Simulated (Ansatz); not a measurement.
Consider the redistribution: `CS[SiH]` + `[AlH2][Br]` → `[SiH]Br` + `C[S][AlH2]`.

Gas-phase electronic energies from Ansatz, PBE0-D4/def2-TZVP geometries. CBS: MP2 limit from def2 TZ/QZ plus the TZ coupled-cluster correction, frozen cores. Functionals use def2-TZVPP. For Br outer-core shells are correlated without core-valence functions, which leaves a few kJ/mol of doubt a bond. Scalar relativity is left out up to krypton.

```tsv
species	revPBE energy (Eh)
`CS[SiH]`	-728.07250
`[AlH2][Br]`	-2817.56594
`[SiH]Br`	-2863.96493
`C[S][AlH2]`	-681.65327
```

Task: Work out ΔE.

Result: ΔE = (-2863.96493) + (-681.65327) − (-728.07250) − (-2817.56594) = 0.02024 Eh = +12.7 kcal/mol. CCSD(T)/CBS gives +13.0 kcal/mol.

Task: What do rigid-rotor, harmonic-oscillator terms from PBE0-D4/def2-TZVP frequencies (298.15 K, 1 bar) make of the CCSD(T)/CBS value? (Estimate.)

Result: The calculation gave: ΔZPE = -0.5 kcal/mol, ΔH = +12.7 kcal/mol, ΔS = 12 J/(mol·K), ΔG = +11.9 kcal/mol.

Largest T1 diagnostic among the species: 0.016.

Leaving LDA and LC-ωPBE aside and taking each functional with its dispersion term where it has one, the values, not all of them listed here, spread over 1.9 kcal/mol, from BLYP-D4 to r2SCAN-D4. LDA lies +1.0 kcal/mol from PBE without D4. In def2-TZVPP, CCSD(T) changes the Hartree–Fock value by +0.8 kcal/mol (the triples alone add +0.4 kcal/mol) and MP2 by +1.7 kcal/mol.
